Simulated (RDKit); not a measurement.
Input file for RDKit: MMFF94 on C2H3FO2 (a complex), monomers drawn apart or pushed together.

```python
from rdkit import Chem
from rdkit.Chem import AllChem, rdDetermineBonds

blocks = [
'''3

O     1.13825038   -0.00233476   -0.24024359
C     0.08025441   -0.03368116    0.23001031
O    -0.99127131   -0.06134121    0.67618702
''',
'''5

C     0.01802096   -0.43236847    3.56614830
F     0.99493406   -0.34736307    2.57411665
H    -0.96099348   -0.36462840    3.09297914
H     0.12873261   -1.38763223    4.07959491
H     0.16196019    0.39206968    4.26478321
''',
]
mol = None
for b in blocks:
    f = Chem.MolFromXYZBlock(b)
    rdDetermineBonds.DetermineBonds(f, charge=0)
    mol = f if mol is None else Chem.CombineMols(mol, f)
Chem.SanitizeMol(mol)
print(Chem.MolToSmiles(Chem.RemoveHs(mol)))
ff = AllChem.MMFFGetMoleculeForceField(mol, AllChem.MMFFGetMoleculeProperties(mol), nonBondedThresh=100.0, ignoreInterfragInteractions=False)
e = ff.CalcEnergy()
print(f'MMFF94 energy {e:.6f} kcal/mol')
```

The log:

```
CF.O=C=O
MMFF94 energy 83.258005 kcal/mol
```

The run finished.

Cost: about 0.010 core-seconds (a rough figure).
